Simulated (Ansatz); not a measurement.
Stepwise reaction of `[SiH3]OB(S)S` with water, as a gas-phase model of exchange steps in deposition or etching. ΔE in kJ/mol.

Program: Ansatz. Geometries: PBE0-D4/def2-TZVP. ΔE: electronic, gas phase. CBS: MP2 limit from def2 TZ/QZ plus the TZ coupled-cluster correction, frozen cores. This one scheme is used for every species. Functionals use def2-TZVPP. B3LYP here is the variant with VWN-RPA as its local correlation; programs differ in this. Each species was taken in one conformer, which may not be the lowest.

| step | reaction | PBE-D4 | B3LYP-D4 | ωB97M-V | CCSD(T)/CBS |
| --- | --- | --- | --- | --- | --- |
| 2 | `OB(S)O[SiH3]` + H₂O → `OB(O)O[SiH3]` + H₂S | -62.0 | -73.5 | -76.3 | -70.0 |

**Question.** Give the row of step 1, `[SiH3]OB(S)S` + H₂O → `OB(S)O[SiH3]` + H₂S. (An estimate is asked.)

**Answer.** Ansatz gave: 
```csv
step,reaction,PBE-D4,B3LYP-D4,ωB97M-V,CCSD(T)/CBS
1,`[SiH3]OB(S)S` + H₂O → `OB(S)O[SiH3]` + H₂S,-48.2,-57.3,-59.2,-51.8
```

**Question.** By hand: ΔE of the 2 steps together at CCSD(T)/CBS.

**Answer.** (-51.8) + (-70.0) = -121.8 kJ/mol, or -60.9 kJ/mol a step.

In ΔE each step is lower than the one before. All are downhill at CCSD(T)/CBS. PBE-D4 differs from CCSD(T)/CBS by 3.6 to 8.0 kJ/mol a step. Only this route is followed, and other bonds may react first. Isolated molecules leave out the surface, adducts and barriers. Largest T1 diagnostic: 0.013.
